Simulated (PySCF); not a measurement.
# A thermochemical cycle for SiSn

MP2 in PySCF with def2-SVPD on every atom (core potentials on Sn), for the lowest determinant that a PBE0 search found; no spin–orbit coupling. SiSn, a triplet (π ↑↑), has De = 2.29 eV to neutral atoms, and SiSn⁺, a quartet (σ ↑, π ↑↑), has De = 2.38 eV to Si + Sn⁺.

The adiabatic ionisation energy of SiSn, between the minima, is 7.05 eV.

Task: Which ionisation energy of the Sn atom does this level give?

Result: IE(Sn) = IE(molecule) + De(ion) − De(neutral) = 7.05 + 2.38 − 2.29 = 7.14 eV; the measured value is 7.344 eV (NIST ASD).

Correlated steps freeze 9 core orbitals. Correlated levels converge slowly with the basis: in double zeta they bind strong bonds too weakly, by up to about 1 eV, and carry superposition errors of some tenths. These are scalar-relativistic numbers at best; spin–orbit coupling would shift them, the dissociation energy most. For an ion De counts to the pair picked by the measured ionisation energies or electron affinities, which need not be the lowest pair at this level. States were picked by a PBE0 search and need not be the measured ground states.
